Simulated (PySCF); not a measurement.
## Dipole response of Os³⁺ (osmium, charge +3)

[Xe] 4f14 5d5, high-spin 6S determinant. All numbers are calculated (PySCF 2.14, scalar relativity through the core potential, in aug-cc-pVQZ-PP with ECP60MDF (7s7p6d4f3g2h, 135 functions)). Coupled (time-dependent) response in atomic units; α is the mean over directions.

```
method  mean α (bohr³)  C₆ (like pair)  S(−4)
   UHF           6.568           35.28  9.136
   PBE           7.144           38.72  12.07
```

S(−4) is the Cauchy moment in α(ω) = α(0) + S(−4) ω² + …

α(iu) at PBE:

```csv
u (hartree),α(iu) (bohr³)
0,7.144
0.0500,7.114
0.100,7.026
0.200,6.712
0.300,6.282
0.500,5.350
0.750,4.341
1.00,3.555
1.50,2.472
2.00,1.793
3.00,1.042
5.00,0.4601
```

A single London oscillator, α(iu) = α/(1 + u²/ω²), gives C₆ = (3/4) ω α². Matching the computed C₆ needs ω = 4 × 38.72 / (3 × 7.144²) = 1.01 hartree.

For an ion, C₆ is the dispersion term alone; charge-induced terms of lower order in 1/R come first.

Energies and moments cover only the electrons outside the core potential. Spin-orbit coupling, which splits the p, d and f shells strongly at this Z, is absent.
